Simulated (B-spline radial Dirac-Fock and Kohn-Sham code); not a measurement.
## Cu¹⁹⁺: eigenvalues, ΔSCF and the reference

System: copper as Cu¹⁹⁺ in the configuration [He] 2s2 2p6.

The density-functional columns are spherical, spin-unpolarised Dirac-Kohn-Sham results without Breit or QED terms: −ε is minus the orbital energy of the initial state and ΔSCF the difference of two total energies. The reference in the last column comes from relaxed Dirac-Fock hole states (ΔSCF) with Breit and QED corrections and a finite nucleus. All numbers are from an atomic code on a B-spline grid, in eV; a selection of levels is shown. For the 1s level of heavy atoms much of the gap between ΔSCF and the reference is the Breit and QED part, -16.2 eV here; for other levels the error of the functional can be larger.

```tsv
level	LDA −ε	LDA ΔSCF	Dirac-Fock
1s	9592.1	9794.0	9776.9
2s	1778.5	1827.5	1848.2
2p1/2	1656.3	1712.9	1708.7
2p3/2	1635.0	1690.8	1687.8
```

For the outermost level NIST gives 1690.5 ± 0.9 eV (semi-empirical); the differences from it are LDA −ε -55.47, LDA ΔSCF +0.28, Dirac-Fock -2.70 eV.

Values without a named source are computed, but for edge energies of neutral atoms, which are taken from tables.
